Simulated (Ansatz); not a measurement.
In(Cl)(Br)(Me) (CH₃BrClIn), SMILES [In]([Br])([CH3])[Cl].

The structure is a stationary point at PBE-D3(BJ)/def2-SVP. The structure was generated by enumeration; whether it is a known compound was not checked. The def2 effective core potentials stand for the cores of In; spin–orbit coupling is left out.

Two levels are set side by side: PBE/def2-SVPD (Ansatz, a quantum-chemistry and plane-wave program) and PBE0/def2-SVPD (Ansatz). Energy differences of separate SCF runs at the same geometry; the states with an electron removed or added have multiplicity 2 and 2. Differences are taken from unrounded values.

```tsv
quantity	PBE0	PBE	PBE minus PBE0
vertical ionisation energy (eV)	10.24	9.83	-0.41
vertical electron affinity (eV)	0.60	0.71	0.11
vertical singlet–triplet gap (eV)	4.49	4.07	-0.42
```
